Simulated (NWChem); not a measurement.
System: disulfane (H$_{2}$S$_{2}$); SMILES SS

NWChem printed, in part:

```
             Northwest Computational Chemistry Package (NWChem) 7.3.0
             --------------------------------------------------------

 C2  symmetry detected

                             Geometry "geometry" -> ""
                             -------------------------

 Output coordinates in angstroms (scale by  1.889725989 to convert to a.u.)

  No.       Tag          Charge          X              Y              Z
 ---- ---------------- ---------- -------------- -------------- --------------
    1 S                   16.0000     0.03516933    -1.03566082     0.05529812
    2 S                   16.0000    -0.03516933     1.03566082     0.05529812
    3 H                    1.0000    -0.91436274    -1.26371399    -0.88476988
    4 H                    1.0000     0.91436274     1.26371399    -0.88476988

 Effective nuclear repulsion energy (a.u.)      84.4531724817

      Symmetry information
      --------------------

 Group name             C2
 Group number              4
 Group order               2
 No. of unique centers     2

  pbe96 is a nonlocal functional; adding pw91lda local functional.

                                 NWChem DFT Module
                                 -----------------

 Summary of "ao basis" -> "ao basis" (spherical)
 ------------------------------------------------------------------------------
       Tag                 Description            Shells   Functions and Types
 ---------------- ------------------------------  ------  ---------------------
 S                         def2-tzvpd               16       46   6s6p3d1f
 H                         def2-tzvpd                5        9   3s2p

      Symmetry analysis of basis
      --------------------------

        a          55
        b          55

            General Information
            -------------------
          SCF calculation type: DFT
          Wavefunction type:  closed shell.
          No. of atoms     :     4
          No. of electrons :    34
           Alpha electrons :    17
            Beta electrons :    17
          Charge           :     0
          Spin multiplicity:     1
          Use of symmetry is: off; symmetry adaption is: on
          Maximum number of iterations: 150
          AO basis - number of functions:   110
                     number of shells:    42
          Convergence on energy requested:  1.00D-06
          Convergence on density requested:  1.00D-05
          Convergence on gradient requested:  5.00D-04

              XC Information
              --------------
          PerdewBurkeErnzerhof Exchange Functional  1.000
            Perdew 1991 LDA Correlation Functional  1.000 local
           PerdewBurkeErnz. Correlation Functional  1.000 non-local

             Grid Information
             ----------------
          Grid used for XC integration:  medium
          Radial quadrature: Mura-Knowles
          Angular quadrature: Lebedev.
          Tag              B.-S. Rad. Rad. Pts. Rad. Cut. Ang. Pts.
          ---              ---------- --------- --------- ---------
          S                   1.00       88          13.0       590
          H                   0.35       45          11.0       434
          Grid pruning is: on
          Number of quadrature shells:   266
          Spatial weights used:  Erf1

      Superposition of Atomic Density Guess
      -------------------------------------

 Sum of atomic energies:        -795.95897793

      Non-variational initial energy
      ------------------------------

 Total energy =    -796.347593
 1-e energy   =   -1267.910891
 2-e energy   =     387.110126
 HOMO         =      -0.290749
 LUMO         =      -0.022587

      Symmetry analysis of molecular orbitals - initial
      -------------------------------------------------

  Numbering of irreducible representations:

     1 a           2 b

  Orbital symmetries:

     1 b           2 a           3 a           4 b           5 a
     6 b           7 a           8 b           9 a          10 b
    11 a          12 b          13 a          14 b          15 a
    16 b          17 a          18 b          19 a          20 b
    21 b          22 a          23 a          24 b          25 a
    26 b          27 a

 !! scf_movecs_sym_adapt:    2 vectors were symmetry contaminated

  Symmetry fudging

   convergence    iter        energy       DeltaE   RMS-Dens  Diis-err
 ---------------- ----- ----------------- --------- --------- ---------
 d= 0,ls=0.0,diis     1   -797.2313639222 -8.82D+02  5.47D-03  1.12D+00

 !! scf_movecs_sym_adapt:    6 vectors were symmetry contaminated

  Symmetry fudging
 d= 0,ls=0.0,diis     2   -797.2506282705 -1.93D-02  3.51D-03  1.19D-01

 !! scf_movecs_sym_adapt:    6 vectors were symmetry contaminated

  Symmetry fudging
 d= 0,ls=0.0,diis     3   -797.2548438844 -4.22D-03  1.52D-03  9.64D-02

 !! scf_movecs_sym_adapt:    4 vectors were symmetry contaminated

  Symmetry fudging
 d= 0,ls=0.0,diis     4   -797.2697976694 -1.50D-02  1.83D-04  5.69D-04

 !! scf_movecs_sym_adapt:    2 vectors were symmetry contaminated

  Symmetry fudging
 d= 0,ls=0.0,diis     5   -797.2698848975 -8.72D-05  4.13D-05  4.16D-05

 !! scf_movecs_sym_adapt:    4 vectors were symmetry contaminated

  Symmetry fudging

 !! scf_movecs_sym_adapt:    2 vectors were symmetry contaminated

  Resetting Diis
 d= 0,ls=0.0,diis     6   -797.2698909640 -6.07D-06  1.25D-05  2.65D-06

 !! scf_movecs_sym_adapt:    2 vectors were symmetry contaminated

  Symmetry fudging
 d= 0,ls=0.0,diis     7   -797.2698912934 -3.29D-07  7.19D-06  2.79D-07

         Total DFT energy =     -797.269891293386
      One electron energy =    -1269.211863341541
           Coulomb energy =      439.231536414097
    Exchange-Corr. energy =      -51.742736847648
 Nuclear repulsion energy =       84.453172481705

 Numeric. integr. density =       33.999995497028

                  Occupations of the irreducible representations
                  ----------------------------------------------

                     irrep           alpha         beta
                     --------     --------     --------
                     a                 9.0          9.0
                     b                 8.0          8.0

                       DFT Final Molecular Orbital Analysis
                       ------------------------------------

 Vector   15  Occ=2.000000D+00  E=-3.272562D-01  Symmetry=a
              MO Center=  2.2D-10, -9.6D-10,  1.5D-01, r^2= 2.7D+00
   Bfn.  Coefficient  Atom+Function         Bfn.  Coefficient  Atom+Function
  ----- ------------  ---------------      ----- ------------  ---------------
    17      0.294193  1 S  py                63     -0.294193  2 S  py
    18     -0.197589  1 S  pz                64     -0.197589  2 S  pz
     4     -0.157504  1 S  s                  5     -0.157726  1 S  s
    50     -0.157504  2 S  s                 51     -0.157726  2 S  s
    20      0.132093  1 S  py                66     -0.132093  2 S  py

 Vector   16  Occ=2.000000D+00  E=-2.343553D-01  Symmetry=a
              MO Center=  3.3D-10,  1.4D-11, -8.5D-02, r^2= 2.7D+00
   Bfn.  Coefficient  Atom+Function         Bfn.  Coefficient  Atom+Function
  ----- ------------  ---------------      ----- ------------  ---------------
    16      0.314152  1 S  px                62     -0.314152  2 S  px
    19      0.201090  1 S  px                65     -0.201090  2 S  px
    18     -0.198933  1 S  pz                64     -0.198933  2 S  pz
    13      0.143969  1 S  px                59     -0.143969  2 S  px
    21     -0.126406  1 S  pz                67     -0.126406  2 S  pz

 Vector   17  Occ=2.000000D+00  E=-2.342674D-01  Symmetry=b
              MO Center=  1.1D-09,  2.0D-10,  8.1D-02, r^2= 2.7D+00
   Bfn.  Coefficient  Atom+Function         Bfn.  Coefficient  Atom+Function
  ----- ------------  ---------------      ----- ------------  ---------------
    18      0.313841  1 S  pz                64     -0.313841  2 S  pz
    16     -0.203818  1 S  px                62     -0.203818  2 S  px
    21      0.195138  1 S  pz                67     -0.195138  2 S  pz
    15      0.143443  1 S  pz                61     -0.143443  2 S  pz
    19     -0.135621  1 S  px                65     -0.135621  2 S  px

 Vector   18  Occ=0.000000D+00  E=-8.234215D-02  Symmetry=b
              MO Center= -1.5D-10, -3.5D-10, -1.1D-02, r^2= 4.4D+00
   Bfn.  Coefficient  Atom+Function         Bfn.  Coefficient  Atom+Function
  ----- ------------  ---------------      ----- ------------  ---------------
    20      0.401587  1 S  py                66      0.401587  2 S  py
    17      0.390263  1 S  py                63      0.390263  2 S  py
     5      0.279328  1 S  s                 51     -0.279328  2 S  s
     4      0.220133  1 S  s                 50     -0.220133  2 S  s
    14      0.165307  1 S  py                60      0.165307  2 S  py

[...]

                                NWChem TDDFT Module
                                -------------------

            General Information
            -------------------
           No. of orbitals :     220
            Alpha orbitals :     110
             Beta orbitals :     110
        Alpha frozen cores :       0
         Beta frozen cores :       0
     Alpha frozen virtuals :       0
      Beta frozen virtuals :       0
         Spin multiplicity :       1
    Number of AO functions :     110
        Use of symmetry is : off
      Symmetry adaption is : on
         Schwarz screening :  0.10D-07

              XC Information
              --------------
   PerdewBurkeErnzerhof Exchange Functional   1.00
     Perdew 1991 LDA Correlation Functional   1.00 local
    PerdewBurkeErnz. Correlation Functional   1.00 non-local

             TDDFT Information
             -----------------
          Calculation type : Tamm-Dancoff TDDFT
         Wavefunction type : Restricted singlets
          No. of electrons :      34
           Alpha electrons :      17
            Beta electrons :      17
              No. of roots :       6
          Max subspacesize :    5200
            Max iterations :     100
               Target root :       1
           Target symmetry : none
      Symmetry restriction : off
                 Algorithm : Optimal
        Davidson threshold :  0.10D-03

    6 smallest eigenvalue differences (eV)
--------------------------------------------------------
  No. Spin  Occ  Vir  Irrep   E(Occ)    E(Vir)   E(Diff)
--------------------------------------------------------
    1    1   17   18 a        -0.234    -0.082     4.134
    2    1   16   18 b        -0.234    -0.082     4.136
    3    1   17   19 b        -0.234    -0.036     5.400
    4    1   16   19 a        -0.234    -0.036     5.403
    5    1   17   20 a        -0.234    -0.021     5.804
    6    1   16   20 b        -0.234    -0.021     5.806
--------------------------------------------------------

  Entering Davidson iterations
  Restricted singlet excited states

  Iter   NTrls   NConv    DeltaV     DeltaE      Time
  ----  ------  ------  ---------  ---------  ---------
    1      6       0     0.77E-01   0.10+100        5.5
    2     12       0     0.35E-01   0.86E-02        5.1
    3     18       0     0.65E-02   0.19E-02        4.4
    4     24       2     0.73E-03   0.37E-04        4.0
    5     28       6     0.69E-04   0.55E-06        3.2
  ----  ------  ------  ---------  ---------  ---------
  Convergence criterion met

  Ground state a        -797.269891293386 a.u.

  ----------------------------------------------------------------------------
  Root   1 singlet a              0.162943533 a.u.                4.4339 eV
  ----------------------------------------------------------------------------
     Transition Moments    X -0.00000   Y  0.00000   Z -0.19817
     Dipole Oscillator Strength                    0.0042659239
     Electric Quadrupole                           0.0000000054
     Magnetic Dipole                               0.0000000020
     Total Oscillator Strength                     0.0042659314

     Occ.   17  b   ---  Virt.   18  b       -0.99462
     Occ.   17  b   ---  Virt.   20  b       -0.05840
     Occ.   17  b   ---  Virt.   24  b       -0.05621
  ----------------------------------------------------------------------------
  Root   2 singlet b              0.164388817 a.u.                4.4732 eV
  ----------------------------------------------------------------------------
     Transition Moments    X  0.19678   Y -0.24355   Z -0.00000
     Dipole Oscillator Strength                    0.0107443411
     Electric Quadrupole                           0.0000000036
     Magnetic Dipole                               0.0000000163
     Total Oscillator Strength                     0.0107443610

     Occ.   15  a   ---  Virt.   18  b        0.06532
     Occ.   16  a   ---  Virt.   18  b        0.99215
     Occ.   16  a   ---  Virt.   24  b        0.05492
  ----------------------------------------------------------------------------
  Root   3 singlet a              0.201970388 a.u.                5.4959 eV
  ----------------------------------------------------------------------------
     Transition Moments    X  0.00000   Y -0.00000   Z  0.17900
     Dipole Oscillator Strength                    0.0043140545
     Electric Quadrupole                           0.0000001515
     Magnetic Dipole                               0.0000015629
     Total Oscillator Strength                     0.0043157689

     Occ.   16  a   ---  Virt.   19  a        0.99708
  ----------------------------------------------------------------------------
  Root   4 singlet b              0.202513734 a.u.                5.5107 eV
  ----------------------------------------------------------------------------
     Transition Moments    X  0.17201   Y -0.29900   Z -0.00000
     Dipole Oscillator Strength                    0.0160643967
     Electric Quadrupole                           0.0000001477
     Magnetic Dipole                               0.0000015875
     Total Oscillator Strength                     0.0160661319

     Occ.   15  a   ---  Virt.   18  b        0.07809
     Occ.   17  b   ---  Virt.   19  a        0.99339
  ----------------------------------------------------------------------------
  Root   5 singlet a              0.221701330 a.u.                6.0328 eV
  ----------------------------------------------------------------------------
     Transition Moments    X -0.00000   Y -0.00000   Z -0.26458
     Dipole Oscillator Strength                    0.0103468163
     Electric Quadrupole                           0.0000000317
     Magnetic Dipole                               0.0000002075
     Total Oscillator Strength                     0.0103470554

     Occ.   17  b   ---  Virt.   20  b        0.98371
     Occ.   17  b   ---  Virt.   24  b       -0.13305
  ----------------------------------------------------------------------------
  Root   6 singlet b              0.222393295 a.u.                6.0516 eV
  ----------------------------------------------------------------------------
     Transition Moments    X -0.21763   Y -0.32018   Z  0.00000
     Dipole Oscillator Strength                    0.0222209924
     Electric Quadrupole                           0.0000000600
     Magnetic Dipole                               0.0000005236
     Total Oscillator Strength                     0.0222215760

     Occ.   15  a   ---  Virt.   18  b        0.15503
     Occ.   16  a   ---  Virt.   20  b        0.97306
     Occ.   16  a   ---  Virt.   24  b       -0.13199

              Target root =      1
          Target symmetry = none
      Ground state energy =   -797.269891293386
        Excitation energy =      0.162943533052
     Excited state energy =   -797.106947760334

  stored tddft:energy   -797.10694776033449
```

Level: PBE/def2-TZVPD, TDA. The geometry was optimised at PBE0/def2-SVP.

**Question.** Write an input that gives this output.

**Answer.** This is not unique; one that fits is the input that was run:
```
start job
memory heap 200 mb stack 900 mb global 1100 mb
geometry units angstroms noautoz
  S      0.020651    -1.036052     0.078241
  S     -0.020651     1.036052     0.078241
  H     -0.931984    -1.250775    -0.861827
  H      0.931984     1.250775    -0.861827
end
basis spherical
  * library def2-tzvpd
end
dft
  xc xpbe96 cpbe96
  iterations 150
end
tddft
  cis
  nroots 6
  notriplet
end
task tddft energy
```
